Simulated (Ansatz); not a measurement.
C5H8OS (`O=C1CCCSC1`), one more setting.

```yaml
crystal:
  periodic: [false, false, false]
  atoms:
    - {symbol: O, position_ang: [-1.346202, 0.896651, -2.048517]}
    - {symbol: C, position_ang: [-0.526253, 0.644720, -1.202196]}
    - {symbol: C, position_ang: [0.023104, -0.745071, -0.990907]}
    - {symbol: C, position_ang: [-0.182154, -1.263840, 0.433658]}
    - {symbol: C, position_ang: [0.386185, -0.326505, 1.482241]}
    - {symbol: S, position_ang: [-0.387622, 1.301195, 1.435001]}
    - {symbol: C, position_ang: [0.016515, 1.710721, -0.281197]}
    - {symbol: H, position_ang: [1.099499, -0.707866, -1.204696]}
    - {symbol: H, position_ang: [-0.442539, -1.406922, -1.721810]}
    - {symbol: H, position_ang: [-1.251299, -1.400675, 0.618137]}
    - {symbol: H, position_ang: [0.290683, -2.247446, 0.527229]}
    - {symbol: H, position_ang: [1.469563, -0.214120, 1.366480]}
    - {symbol: H, position_ang: [0.201827, -0.708114, 2.488759]}
    - {symbol: H, position_ang: [1.102429, 1.801841, -0.389153]}
    - {symbol: H, position_ang: [-0.453747, 2.665443, -0.513028]}
basis:
  gaussian: {orbitals: aug-cc-pVTZ}
hamiltonian: {xc: {name: RPBE}, dispersion: d3bjatm}
output: {forces: true}
```

```sh
$ ansatz run in.yaml --threads 2 --pin off --events-out ev --progress --plain --max-ram 22528MiB --backend cuda --devices 0, --max-vram 18GiB
```

Shortened log:

```
Functional definition: RPBE
2053 factors; their error is unknown
mean field evaluation 1: about -18178.7486 eV, gradient 9.7e1 eV
mean field evaluation 2: about -18065.2497 eV, gradient 2.1e2 eV
mean field evaluation 4: about -18199.5061 eV, gradient 2.0e1 eV
mean field evaluation 8: about -18200.4005 eV, gradient 6.0e-1 eV
mean field evaluation 16: about -18200.3387 eV, gradient 4.8e-3 eV
mean field -18200.33866200 eV, -668.8501091957 hartree, gradient 3.6e-5 eV, S^2 0.000000; 0 other end points of the search recorded, 0 dependent functions left out
reference -18200.33873920 eV, -668.8501120329 hartree; 31, 31 occupied and 479, 479 virtual orbitals, 2053 factors
Total energy: -18202.38304558 eV, -668.9252389068 hartree
Atom 0 at    -1.346202     0.896651    -2.048517 Å, force    -1.100913     0.341313    -1.115895 eV/Å
Atom 1 at    -0.526253     0.644720    -1.202196 Å, force     0.745382    -0.250066     0.813368 eV/Å
Atom 2 at     0.023104    -0.745071    -0.990907 Å, force     0.087619    -0.075950    -0.051379 eV/Å
Atom 3 at    -0.182154    -1.263840     0.433658 Å, force    -0.056694    -0.075535     0.053333 eV/Å
Atom 4 at     0.386185    -0.326505     1.482241 Å, force     0.158473    -0.159091     0.058744 eV/Å
Atom 5 at    -0.387622     1.301195     1.435001 Å, force    -0.300636     0.221668     0.349140 eV/Å
Atom 6 at     0.016515     1.710721    -0.281197 Å, force     0.177214     0.167106    -0.147246 eV/Å
Atom 7 at     1.099499    -0.707866    -1.204696 Å, force     0.201728     0.009681    -0.010035 eV/Å
Atom 8 at    -0.442539    -1.406922    -1.721810 Å, force    -0.087039    -0.135242    -0.128798 eV/Å
Atom 9 at    -1.251299    -1.400675     0.618137 Å, force    -0.190248     0.004652     0.024734 eV/Å
Atom 10 at     0.290683    -2.247446     0.527229 Å, force     0.103273    -0.199785     0.028589 eV/Å
Atom 11 at     1.469563    -0.214120     1.366480 Å, force     0.185594     0.036684    -0.048674 eV/Å
Atom 12 at     0.201827    -0.708114     2.488759 Å, force    -0.046407    -0.054227     0.181332 eV/Å
Atom 13 at     1.102429     1.801841    -0.389153 Å, force     0.207642     0.001477     0.003935 eV/Å
Atom 14 at    -0.453747     2.665443    -0.513028 Å, force    -0.084989     0.167316    -0.011148 eV/Å
Dipole moment:     0.537116    -0.364586     0.262280 e Å
```

Hardware: 2 threads of an AMD EPYC 7R13 on a shared host and a share of an NVIDIA H100 80 GB. Wall time 4.3 s, peak host memory 1.1 GiB.
